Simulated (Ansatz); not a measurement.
System: MoH6 (charge -1, doublet). SMILES: [MoH6-]

Atoms: Mo1, H2, H3, H4, H5, H6, H7. Bonds: Mo1-H2, Mo1-H3, Mo1-H4, Mo1-H5, Mo1-H6, Mo1-H7.

Bond lengths (Å) and angles (degrees) optimised at HF/3-21G with Ansatz (a quantum-chemistry and plane-wave program); HF/6-31G* with LANL2DZ past Ar with Ansatz; B3LYP/LANL2DZ with Ansatz, each started from the B3LYP-D3(BJ)/def2-TZVP structure (Ansatz) of the last column. A row stands for all coordinates that are equal there; 9 of 13 kinds are shown. 6-31G* holds six Cartesian d functions. No wavenumbers were computed at B3LYP/LANL2DZ, so these may be saddle points.

```json
[
 {"coordinate": "Mo1-H2", "HF/3-21G": "1.743", "HF/6-31G* with LANL2DZ past Ar": "1.746", "B3LYP/LANL2DZ": "1.750", "B3LYP-D3(BJ)/def2-TZVP": "1.742"},
 {"coordinate": "Mo1-H3", "HF/3-21G": "1.717", "HF/6-31G* with LANL2DZ past Ar": "1.711", "B3LYP/LANL2DZ": "1.702", "B3LYP-D3(BJ)/def2-TZVP": "1.702"},
 {"coordinate": "Mo1-H5", "HF/3-21G": "1.734", "HF/6-31G* with LANL2DZ past Ar": "1.727", "B3LYP/LANL2DZ": "1.711", "B3LYP-D3(BJ)/def2-TZVP": "1.708"},
 {"coordinate": "Mo1-H6", "HF/3-21G": "1.893", "HF/6-31G* with LANL2DZ past Ar": "1.843", "B3LYP/LANL2DZ": "1.783", "B3LYP-D3(BJ)/def2-TZVP": "1.789"},
 {"coordinate": "H2-Mo1-H3", "HF/3-21G": "73.5", "HF/6-31G* with LANL2DZ past Ar": "74.7", "B3LYP/LANL2DZ": "76.0", "B3LYP-D3(BJ)/def2-TZVP": "77.7"},
 {"coordinate": "H2-Mo1-H5", "HF/3-21G": "121.5", "HF/6-31G* with LANL2DZ past Ar": "122.8", "B3LYP/LANL2DZ": "123.6", "B3LYP-D3(BJ)/def2-TZVP": "122.5"},
 {"coordinate": "H2-Mo1-H6", "HF/3-21G": "113.6", "HF/6-31G* with LANL2DZ past Ar": "120.7", "B3LYP/LANL2DZ": "133.8", "B3LYP-D3(BJ)/def2-TZVP": "129.4"},
 {"coordinate": "H3-Mo1-H4", "HF/3-21G": "63.2", "HF/6-31G* with LANL2DZ past Ar": "66.1", "B3LYP/LANL2DZ": "67.8", "B3LYP-D3(BJ)/def2-TZVP": "67.6"},
 {"coordinate": "H3-Mo1-H5", "HF/3-21G": "116.0", "HF/6-31G* with LANL2DZ past Ar": "118.7", "B3LYP/LANL2DZ": "121.0", "B3LYP-D3(BJ)/def2-TZVP": "121.3"}
]
```

Mean signed difference of all 6 bond lengths from B3LYP-D3(BJ)/def2-TZVP: HF/3-21G 0.031 Å, HF/6-31G* with LANL2DZ past Ar 0.019 Å, B3LYP/LANL2DZ 0.001 Å.
